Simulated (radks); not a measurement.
Problem. Kr24+, configuration [Ne] 3s2. Method: non-relativistic Kohn-Sham, PBE, spin-polarised, spherical densities, point nucleus; computed with a radial shooting solver on a logarithmic mesh with Libxc functionals. Some entries of the table are withheld. Estimate them.

| orbital | occ. | eigenvalue (eV) | <r> (bohr) | <1/r> (bohr^-1) |
|---|---|---|---|---|
| 1s | 2 | (1) | 0.04243 | 35.51 |
| 2s | 2 | -2878.072 | 0.1846 | 8.023 |
| 2p | 6 | -2718.227 | 0.1588 | 7.986 |
| 3s | 2 | -1114.564 | (2) | (3) |

Solution. 
(1) 1s eigenvalue (eV): -15027.37
(2) 3s <r> (bohr): 0.4535
(3) 3s <1/r> (bohr^-1): 3.221
